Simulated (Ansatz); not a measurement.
System: H$_{4}$SiPO, charge 0, doublet. H4SiPO (SMILES [SiH2]([O])P, doublet).
B3LYP-D3(BJ)/def2-TZVP minimum from Ansatz (an electronic-structure program):
```
Si
O 1 1.5922
H 1 1.4819 2 118.90
H 1 1.4819 3 110.29 2 -142.43
P 1 2.3130 3 106.88 4 -115.83
H 5 1.4128 1 98.60 3 -72.11
H 5 1.4128 6 96.22 2 74.02
```
Charge 0, spin multiplicity 2.

Wanted: atomisation energy (electronic, to ground-state atoms), in kcal/mol. UHF or UKS for unpaired electrons; spin-orbit terms are left out. CBS(X,Y): correlation extrapolated as X^-3, Hartree-Fock from the larger set. A bracket is a step between two methods taken in the basis named. Functionals run without relativity, which enters their misses. '+ core + X2C': CCSD(T) terms for core correlation (cc-pwCVTZ, 1s frozen past Ne) and scalar relativity (cc-pVTZ-DK). Where a partner has so few electrons that a lower coupled-cluster level is exact, that level stands in. The UHF reference of H4OPSi ([O][SiH2]P, doublet) is spin-contaminated (<S^2> up to 0.03 over the pure value in the sets run).

CCSD(T)/CBS(cc-pV(T+d)Z,cc-pV(Q+d)Z) + [CCSDT(Q) - CCSD(T)]/cc-pV(D+d)Z + core + X2C (Ansatz) gives 478.0 kcal/mol.

### Question
What does PBE/def2-TZVPD (Ansatz) give here, and how do the other levels compare?

### Answer
PBE gives 484.1 kcal/mol, 6.1 kcal/mol above it. Differences of the others: r2SCAN/def2-TZVPD (Ansatz) 5.1; PBE0/def2-TZVPD (Ansatz) -7.3; CCSD(T)/CBS(cc-pV(T+d)Z,cc-pV(Q+d)Z) + core + X2C (Ansatz) -1.6 kcal/mol.
